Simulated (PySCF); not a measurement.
A run for PySCF: R-MP2/6-31G* on ClH3Si (SMILES [SiH3]Cl), a point of a bond scan (R = 2.790 Å).

```python
from pyscf import gto, scf, dft, mp
from pyscf.data.elements import chemcore

mol = gto.M(
    atom='''
    Si   -0.99093627   -0.03421151   -0.02690936
    Cl    1.79591767    0.06200303    0.04876902
    H    -1.39746449   -1.01152605   -1.05530163
    H    -1.49637032    1.31045082   -0.36516845
    H    -1.48085708   -0.44995851    1.30167319
    ''',
    basis='6-31g*',
    cart=True,
    charge=0, spin=0, verbose=3, max_memory=1800)
mf = scf.RHF(mol)
mf.conv_tol = 1e-8
mf.max_cycle = 100
mf.kernel()
if not mf.converged:
    mf = mf.newton().run(mf.mo_coeff, mf.mo_occ)
pt = mp.MP2(mf, frozen=chemcore(mol)).run()
```

Task: Predict the final total energy.

Result: -750.3153 hartree.
